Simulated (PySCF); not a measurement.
**Te²⁺: ionisation energy**

Te²⁺ [Kr] 4d10 5s2 5p2 (3P) → Te³⁺ [Kr] 4d10 5s2 5p1 (2P), as a difference of total energies. Computed with PySCF 2.14 in ANO-RCC-VTZP, with the spin-free X2C one-electron Hamiltonian (Gaussian nucleus). Correlated levels: valence: [Kr] 4d10 frozen. The calculations carry no spin-orbit coupling.

| method | ionisation energy (eV) |
| --- | --- |
| UHF | 27.071 |
| MP2 (valence) | 27.395 |
| SCS-MP2 (valence) | 27.336 |
| CCSD (valence) | 27.435 |
| CCSD(T) (valence) | 27.454 |

Question: How much does correlation contribute at CCSD(T) (valence)?

Answer: 27.454 − (27.071) = 0.383 eV, measured against UHF.

A first-order spin-orbit estimate (lowest level to lowest level, LS coupling) adds -0.084 eV.

Errors of the correlated levels include the incompleteness of this basis and the frozen core.

For comparison: 27.84 ± 0.04 eV (measured; NIST Atomic Spectra Database, ionization energies).
